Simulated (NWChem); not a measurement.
Species: trisilylphosphine (Si3PH9); SMILES [SiH3]P([SiH3])[SiH3]

Program: NWChem. Pople sets run with spherical d functions. All runs use the structure optimised with PBE0/def2-SVP. B3LYP is NWChem's, with the RPA form of VWN correlation. Static field.

Question: Taking B3LYP/def2-SVPD as the yardstick, which of these has the fewest basis functions while keeping “isotropic polarisability (bohr³)” within 5 % of it: B3LYP/def2-SVP; B3LYP/6-31+G*; B3LYP/6-31G*?

Answer: none of them.
| level | basis functions | isotropic polarisability (bohr³) |
|---|---|---|
| B3LYP/6-31G* | 90 | 96.1 |
| B3LYP/6-31+G* | 106 | 106.6 |
| B3LYP/def2-SVP | 117 | 101.5 |
| B3LYP/def2-SVPD | 168 | 117.4 |

The yardstick is one finite set, not the basis-set limit.
